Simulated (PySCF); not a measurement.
# Reading the logs of faulty runs: BH2OSi anion

Calculated results; nothing here was measured. They come from PySCF 2.14.0, an open-source quantum chemistry program, on an isolated molecule that a program drew, which may never have been made. The molecule is BH2OSi anion (charge -1, singlet), drawn as the SMILES string `O=B[SiH2-]`.

Each row is a Hartree-Fock (HF) and frozen-core CCSD(T) single point in the aug-cc-pV(D+d)Z basis, meant for a local HF minimum. Run 1 is clean. Each other run has one planted mistake out of seven kinds, and not every kind appears here: one electron removed, one electron added, multiplicity raised by two, geometry at a saddle point, minimal basis STO-3G, one bond length entered in bohr, all coordinates scaled. The reference is restricted for singlets and unrestricted otherwise, and also for a bond in bohr. Adding or removing an electron swaps singlet and doublet. Electrons count all cores. HOMO and LUMO are orbital energies over both spins, the gradient is its largest component, and the lowest frequency (negative if imaginary) is given only where the gradient is small. Bond lengths are over the 4 bonds as drawn. T1 is the CCSD diagnostic: over 0.02 (restricted) or 0.045 (unrestricted) a single reference is doubtful.

Geometry of the clean run:
```xyz
5
BH2OSi anion, angstrom
O    -2.6117    3.2982   -0.6739
B    -1.8114    2.8590   -1.4665
Si   -0.5739    2.1144   -2.9240
H     0.5503    3.1180   -2.6695
H    -0.0261    0.9757   -2.0644
```

```
run  electrons  basis functions  <S^2>  HOMO (eV)  LUMO (eV)  gradient (hartree/bohr)  lowest frequency (cm^-1)  mean bond (Å)  longest bond (Å)      T1  HF (hartree)  CCSD(T) (hartree)                     mistake
  1         30               96  0.000      -2.78       4.06                  1.4e-05                       312         1.5793             2.052  0.0196    -389.71258         -390.14477                    no fault
  2         30               96  2.006       0.62       2.71                  4.8e-02                         -         1.5793             2.052  0.0413    -389.62482         -390.03190  multiplicity raised by two
  3         30               21  0.000       2.27      17.02                  3.3e-02                         -         1.5793             2.052  0.0204    -384.84359         -385.01674        minimal basis STO-3G
  4         30               96  0.000      -1.36       3.98                  2.4e-05                      -697         1.5230             1.930  0.0184    -389.67814         -390.11341                           ?
  5         30               96  0.852      -3.96       3.61                  2.7e-02                         -         1.8483             2.285  0.0875    -389.43202         -389.87907                           ?
```

**Which mistake was planted in run 4, and what did it cost?**

The gradient is small, so the point is stationary, but the lowest frequency is imaginary (-697 cm^-1). So the mistake is: geometry at a saddle point. Subtracting run 1 and multiplying by 627.51 kcal/mol a hartree, the energy moved by 21.6 kcal/mol in HF and 19.7 kcal/mol in CCSD(T).

**Which mistake was planted in run 5, and what did it cost?**

The mean bond changes by a factor of 1.170 and the longest by 1.114, so the molecule wasn't scaled as a whole. A length L in bohr read as angstrom grows by (1/0.5292 - 1) L = 0.890 L. The 4 bonds together grew by 4 x 0.2690 = 1.076 Å, which gives L = 1.209 Å. That is bond O1-B2, 1.209 Å in the clean geometry. So the mistake is: one bond length entered in bohr. Subtracting run 1 and multiplying by 627.51 kcal/mol a hartree, the energy moved by 176.1 kcal/mol in HF and 166.7 kcal/mol in CCSD(T).

Cautions from the logs. Run 2: the HOMO is above zero, so the electron isn't bound and the energy depends on the basis; run 3: T1 is over the limit, so its CCSD(T) energy is less reliable and the HOMO is above zero, so the electron isn't bound and the energy depends on the basis; run 5: T1 is over the limit, so its CCSD(T) energy is less reliable.
